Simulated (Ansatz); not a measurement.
`IC1=[CH][AlH][CH2]1`, one more setting.

```yaml
crystal:
  periodic: [false, false, false]
  atoms:
    - {symbol: I, position_ang: [0.697020, -2.508184, 1.269545]}
    - {symbol: C, position_ang: [0.347526, -0.653371, 0.285721]}
    - {symbol: C, position_ang: [1.304827, 0.034141, -0.358342]}
    - {symbol: Al, position_ang: [-0.077981, 1.304690, -0.736309]}
    - {symbol: C, position_ang: [-1.040017, -0.067534, 0.303628]}
    - {symbol: H, position_ang: [2.334761, -0.283839, -0.439236]}
    - {symbol: H, position_ang: [-0.305718, 2.686555, -1.474489]}
    - {symbol: H, position_ang: [-1.777679, -0.710814, -0.180443]}
    - {symbol: H, position_ang: [-1.394138, 0.152056, 1.312925]}
basis:
  gaussian: {orbitals: STO-3G}
hamiltonian: {xc: {name: wB97X}}
```

```sh
$ ansatz run in.yaml --threads 4 --pin off --events-out ev --progress --plain --max-ram 10444MiB
```

It prints (some lines left out):

```
Functional definition: wB97X
651 factors; integrals over basis functions are off by at most 4.6e-5 eV
202 factors; integrals over basis functions are off by at most 1.9e-6 eV
mean field evaluation 1: about -196131.9945 eV, gradient 2.2e1 eV
mean field evaluation 2: about -196133.2142 eV, gradient 1.7e1 eV
mean field evaluation 4: about -196133.9379 eV, gradient 8.4e-1 eV
mean field evaluation 8: about -196133.8860 eV, gradient 1.2e-2 eV
mean field -196133.88604372 eV, -7207.7873677838 hartree, gradient 1.7e-5 eV, S^2 0.000000; 0 other end points of the search recorded, 0 dependent functions left out
reference -196133.88602297 eV, -7207.7873670213 hartree; 44, 44 occupied and 11, 11 virtual orbitals, 651 factors
Total energy: -196133.88602297 eV, -7207.7873670213 hartree
```

Hardware: 4 threads of an INTEL XEON PLATINUM 8581C on a shared host. Wall time 1.2 s, peak host memory 0.47 GiB.
